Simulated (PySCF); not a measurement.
Atoms are numbered as in `[CH2:1]=[CH:2]/[CH:3]=[CH:4]\[BH:5][F:6]`; H(Xn) means a hydrogen on atom n. Ha(C1) is cis to C3; Hb(C1) is trans to C3.

Geometry: PBE0-D3(BJ)/def2-SVP; GIAO shifts from PySCF 2.14.0 with density-fitted response routines, gas phase, non-relativistic, averaged over equivalent atoms.

At PBE0/6-31G (66 basis functions, 5.2 s wall time on 1 thread of an Arm Neoverse V1, shared host):
```tsv
atoms	δ (ppm)
C3	157.7
C2	132.6
C1	127.3
C4	127.2
B5	42.0
F6	-24.2
H(C2)	7.71
H(C3)	7.55
H(B5)	6.50
H(C4)	6.14
Hb(C1)	6.02
Ha(C1)	5.98
```

Referencing at the same level of theory: TMS for 13C (σref 199.54), 1H (σref 32.61); BF3·OEt2 for 11B (σref 113.16); 19F (σref 177.36) against CFCl3.

Q: Predict the values at B97-D/pcSseg-2 on the same geometry.

A: 
```json
{"atoms": "C3", "δ at B97-D/pcSseg-2": "167.7", "change": "+10.0"}
{"atoms": "C2", "δ at B97-D/pcSseg-2": "142.3", "change": "+9.7"}
{"atoms": "C1", "δ at B97-D/pcSseg-2": "131.3", "change": "+4.0"}
{"atoms": "C4", "δ at B97-D/pcSseg-2": "133.7", "change": "+6.5"}
{"atoms": "B5", "δ at B97-D/pcSseg-2": "42.0", "change": "+0.0"}
{"atoms": "F6", "δ at B97-D/pcSseg-2": "-49.9", "change": "-25.7"}
{"atoms": "H(C2)", "δ at B97-D/pcSseg-2": "7.85", "change": "+0.14"}
{"atoms": "H(C3)", "δ at B97-D/pcSseg-2": "7.47", "change": "-0.08"}
{"atoms": "H(B5)", "δ at B97-D/pcSseg-2": "5.79", "change": "-0.71"}
{"atoms": "H(C4)", "δ at B97-D/pcSseg-2": "5.85", "change": "-0.29"}
{"atoms": "Hb(C1)", "δ at B97-D/pcSseg-2": "5.70", "change": "-0.32"}
{"atoms": "Ha(C1)", "δ at B97-D/pcSseg-2": "5.69", "change": "-0.29"}
```

References, each an isolated molecule treated in the same way: 13C (σref 179.03) and 1H (σref 31.40) vs TMS; 11B (σref 96.36) vs BF3·OEt2; 19F (σref 154.18) vs CFCl3.

The largest change is at F6 (fluorine bonded to B). Cost: 300 basis functions, 54 s wall time on 1 thread of an Arm Neoverse V1, shared host. The order of the carbon signals changes between the two levels.

A carbon bonded to boron is broadened by the quadrupolar boron nucleus and is often missing from a measured spectrum. Unscaled 19F shifts against computed CFCl3 carry errors that often reach 10 to 50 ppm.
